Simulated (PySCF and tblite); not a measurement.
The numbers below are computed, except where a source is named.
C7H8O, numbered as in [O:1]=[CH:2][C:3]1=[CH:4][CH:5]=[CH:6][CH2:7][CH2:8]1.

Conformers came from 60 starts (ETKDG and KDG, MMFF94s, GFN2-xTB); geometries are GFN2-xTB. Energies: PBE0-D3(BJ)/pcSseg-1, with GFN2-xTB thermal terms (modes under about 100 cm⁻¹ blended into free rotors). Symmetry numbers and mirror images are counted. Conformers within 3 kcal/mol (GFN2-xTB free energy) were kept, 10 at most. GIAO shieldings: PBE0/pcSseg-1. Shifts are against TMS (¹H), TMS (¹³C) at the same level. Programs: PySCF with density fitting and tblite.

Task: List the conformer-averaged shifts at 298.15 K.

Result: ¹H: 9.82 (H2, 1H), 6.79 (H4, 1H), 6.68 (H6, 1H), 6.56 (H5, 1H), 2.52 (H8, 2H), 2.33 (H7, 2H) ppm. ¹³C: 195.5 (C2), 148.5 (C4), 147.6 (C6), 142.9 (C3), 131.9 (C5), 26.8 (C7), 20.5 (C8) ppm.

Task: How do the conformers differ?

Result: Torsions listed: O1–C2–C3–C8. The 6-ring runs over atoms 3–4–5–6–7–8. Of a mirror pair one member is shown.
```tsv
conformer	shape	weight %
1	6-ring half-chair (ring torsions 15, 1, -31, 44, -33, 3°); -3°	99.3
2	6-ring half-chair (ring torsions 15, 1, -31, 45, -33, 3°); 178°	0.7
```

```csv
signal,1,2,average
H2,9.82,9.84,9.82
H4,6.79,7.47,6.79
H5,6.56,6.62,6.56
H6,6.68,6.50,6.68
H7,2.33,2.43,2.33
H8,2.52,2.46,2.52
C2,195.5,195.2,195.5
C3,143.0,136.3,142.9
C4,148.6,140.4,148.5
C5,131.9,132.9,131.9
C6,147.7,144.8,147.6
C7,26.8,27.2,26.8
C8,20.5,24.9,20.5
```

Shifts are unscaled: against experiment ¹³C can be off by 15 ppm or more and ¹H by 0.8 ppm.
